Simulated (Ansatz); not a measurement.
Reaction (atomization): `C[CH](C)[Cd][NH2]` → 3 C• + Cd (atom) + 9 H• + N•

Computed with Ansatz on PBE0-D4/def2-TZVP structures; ΔE is electronic, products minus reactants. CBS: MP2 limit from def2 TZ/QZ plus the TZ coupled-cluster correction, frozen cores. This one scheme is used for every species, atoms too. DFT in def2-TZVPP. B3LYP here is the variant with VWN-RPA as its local correlation; programs differ in this. Open shells (•) are unrestricted, without spin–orbit coupling. Spin–orbit coupling would lower the free atoms: a little for C. def2 core potentials past Kr. Bonds to Cd are less sure, by a few kJ/mol each and by 10 to 20 or more in all where they break to atoms, as the def2 sets lack core-valence functions. Each species was taken in one conformer, which may not be the lowest.

| level | ΔE (kJ/mol) |
| --- | --- |
| r2SCAN0-D4 | 4788.1 |
| CAM-B3LYP-D4 | 4863.7 |
| ωB97M-V | 4858.7 |
| PBE | 4902.6 |
| revPBE | 4734.8 |
| B3LYP | 4793.8 |
| HF/def2-TZVPP | 3488.6 |
| MP2/def2-QZVPP | 4836.0 |

What does CCSD(T)/CBS give? (Estimate.)

Computed: +4838.2 kJ/mol. The listed levels differ from it by -50.1, 25.5, 20.5, 64.4, -103.4, -44.4, -1349.6, -2.2 kJ/mol.

Largest T1 diagnostic among the species: 0.015.

At CCSD(T), def2-SVP lies −233.8 kJ/mol from the extrapolated value and def2-TZVPP −117.9 kJ/mol: correlation converges slowly with the basis, and small sets miss more of it in the bonded molecule than in its fragments. Leaving LDA and LC-ωPBE aside and taking each functional with its dispersion term where it has one, the values, not all of them listed here, spread over 218.5 kJ/mol, from BHLYP-D4 to PBE-D4. LDA lies +621.4 kJ/mol from PBE without D4, its usual overbinding.

For atomizations the MP2-based limit and the directly extrapolated one differ by several kJ/mol either way, and by 10 to 25 for some Ge, Se and Sn compounds, so smaller differences from it don't rank the levels.
